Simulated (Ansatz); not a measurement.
Molecule: CHO, charge 1, multiplicity 1. It need not be the lowest isomer of its formula. SMILES: [C][OH+]
Geometry: optimised at B3LYP-D3(BJ)/def2-TZVP (Ansatz, a program for electronic structure).

Wanted: vertical ionisation energy (to the doublet state of charge +2; each state is the SCF solution reached for its spin; the UHF <S^2> is 0.86 for the doublet (pure: 0.75)), in eV. Valence correlation only, unless marked. Open shells are spin-unrestricted. No spin-orbit coupling. Non-relativistic. CBS(X,Y): correlation extrapolated as X^-3; Hartree-Fock from the larger set.

CCSD(T)/CBS(aug-cc-pVTZ,aug-cc-pVQZ) (Ansatz) gives 22.82 eV.

Another calculation gave 22.89 eV. Which level was it?
A) wB97X-V/def2-TZVPD (Ansatz)
B) PBE0/def2-TZVPD (Ansatz)
C) r2SCAN/def2-TZVPD (Ansatz)

A, wB97X-V/def2-TZVPD (Ansatz). The others give 22.69 (PBE0), 22.51 (r2SCAN) eV.
